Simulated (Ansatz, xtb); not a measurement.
**C4H6OSi: which of two isomers lies lower**

Structure X is `OC1=C[SiH2]C=C1`, a singlet and structure Y is `O[SiH]1C=CC=C1`, a singlet. Both are isolated molecules in the gas phase, relaxed with PBE0-D3(BJ)/def2-SVP; the shapes shown needn't be the lowest conformers.

X (Å):

```xyz
12

C    -1.4948    0.7442   -0.1945
C    -2.5882    0.2103    0.4041
C    -1.0174   -1.4550   -1.0446
C    -0.6335   -0.1669   -0.9884
O    -1.0752    2.0191   -0.1652
Si   -2.5941   -1.5942   -0.0287
H    -1.6880    2.5384    0.3684
H    -3.2793    0.8026    1.0075
H    -3.7708   -2.0469   -0.8346
H    -2.4589   -2.5238    1.1361
H    -0.4554   -2.2077   -1.6009
H     0.2523    0.2536   -1.4763
```

Y (Å):

```xyz
12

C    -2.6912   -1.0728    0.2938
C    -1.8852   -1.7735   -0.5285
C    -0.9031   -0.9983   -1.3323
C    -0.9014    0.3399   -1.1708
O    -1.8472    1.6092    1.4050
Si   -2.2744    0.7421    0.0465
H    -1.1290    1.2416    1.9286
H    -3.3867    1.5260   -0.5566
H    -3.4490   -1.5533    0.9161
H    -1.9227   -2.8640   -0.6338
H    -0.2322   -1.5296   -2.0173
H    -0.2231    0.9930   -1.7238
```

Question: Which of the two would you expect CCSD(T)/def2-SVP + ΔMP2/def2-TZVPP electronic energies to favour?

Answer: Structure Y; the calculation gives E(Y) − E(X) = −32.1 kcal/mol.

The same difference at several levels:

```tsv
level	geometry	E(Y) − E(X) (kcal/mol)	departure from the last row (kcal/mol)	job, with rough time for the two
GFN2-xTB	GFN2-xTB	−22.1	+10.1	optimisation, 0.13 s
HF/STO-3G	GFN2-xTB	−7.2	+24.9	single point, 0.32 s
r2SCAN-D4/def2-SVP	GFN2-xTB	−22.7	+9.5	single point, 2.5 s
PBE0-D3(BJ)/def2-SVP	PBE0-D3(BJ)/def2-SVP	−22.8	+9.3	optimisation, 32 s
HF/def2-SVP	PBE0-D3(BJ)/def2-SVP	−27.8	+4.3	part of the CCSD(T) run
MP2/def2-SVP	PBE0-D3(BJ)/def2-SVP	−27.1	+5.0	part of the CCSD(T) run
CCSD(T)/def2-SVP	PBE0-D3(BJ)/def2-SVP	−26.1	+6.0	single point
CCSD(T)/def2-SVP + ΔMP2/def2-TZVPP	PBE0-D3(BJ)/def2-SVP	−32.1		single point, 26 s
```

As drawn, Y has 1 O–Si, 1 C–H in place of 1 C–O, 1 Si–H.

None of the levels shown reverses the order. The largest departure from CCSD(T)/def2-SVP + ΔMP2/def2-TZVPP is that of HF/STO-3G, 24.9 kcal/mol. The last row adds to CCSD(T) the change of the MP2 difference between the two basis sets, here −6.0 kcal/mol, a large step that makes the value less sure.

With thermal terms from frequencies at re-optimised GFN2-xTB minima (ideal gas, soft modes damped towards free rotors, one conformer each, 298.15 K, 1 atm): on the last row, ΔE + ΔZPE = −30.9, ΔH = −30.7, ΔG = −31.2 kcal/mol.

The correlated steps freeze 10 core orbitals. Run with Ansatz 0.2.0, xtb 6.7.1; the last row on 2 threads of Intel(R) Xeon(R) 6975P-C (Granite Rapids) on a shared host.
